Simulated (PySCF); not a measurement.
Si(H)(Me)2(SeH) (C2H8SeSi), SMILES C[SiH](C)[SeH].

Coordinates come from a r2SCAN-D4/def2-SVP optimisation. One conformer was computed; it need not be the lowest.

These are PySCF with r2SCAN-D4/def2-SVP values and carry that method's errors.

Frequencies are harmonic and unscaled.

Give all harmonic wavenumbers and intensities. (Estimate from the structure and the level; the computed values follow.)


| mode | ν (cm⁻¹) | IR (km/mol) | moving atoms (share of kinetic energy) |
|---|---|---|---|
| 1 | 138 | 2.6 | H 61 %, C 27 %, Si 9 % |
| 2 | 162 | 0.4 | H 99 % |
| 3 | 165 | 0.4 | H 68 %, C 20 %, Se 8 % |
| 4 | 186 | 0.6 | H 64 %, C 26 %, Se 9 % |
| 5 | 187 | 9.2 | H 62 %, C 19 %, Si 10 %, Se 10 % |
| 6 | 219 | 2.0 | H 36 %, Si 33 %, C 30 % |
| 7 | 369 | 16.9 | Si 54 %, Se 28 %, H 11 % |
| 8 | 573 | 16.4 | H 97 % |
| 9 | 611 | 4.6 | H 94 % |
| 10 | 658 | 19.6 | C 54 %, H 26 %, Si 20 % |
| 11 | 692 | 3.1 | H 56 %, C 33 %, Si 11 % |
| 12 | 765 | 36.2 | H 45 %, C 29 %, Si 26 % |
| 13 | 766 | 2.6 | H 84 % |
| 14 | 854 | 66.1 | H 66 %, C 24 %, Si 10 % |
| 15 | 881 | 195.5 | H 76 %, C 13 %, Si 10 % |
| 16 | 894 | 97.0 | H 81 %, C 11 %, Si 8 % |
| 17 | 1250 | 33.9 | H 77 %, C 22 % |
| 18 | 1257 | 13.8 | H 79 %, C 21 % |
| 19 | 1420 | 2.1 | H 96 % |
| 20 | 1422 | 1.0 | H 96 % |
| 21 | 1429 | 6.9 | H 96 % |
| 22 | 1436 | 7.2 | H 96 % |
| 23 | 2214 | 116.2 | H 97 % |
| 24 | 2425 | 14.3 | H 99 % |
| 25 | 3030 | 2.4 | H 97 % |
| 26 | 3031 | 5.5 | H 97 % |
| 27 | 3131 | 0.0 | H 91 %, C 9 % |
| 28 | 3132 | 8.4 | H 91 %, C 9 % |
| 29 | 3151 | 2.8 | H 91 %, C 9 % |
| 30 | 3151 | 1.0 | H 91 %, C 9 % |
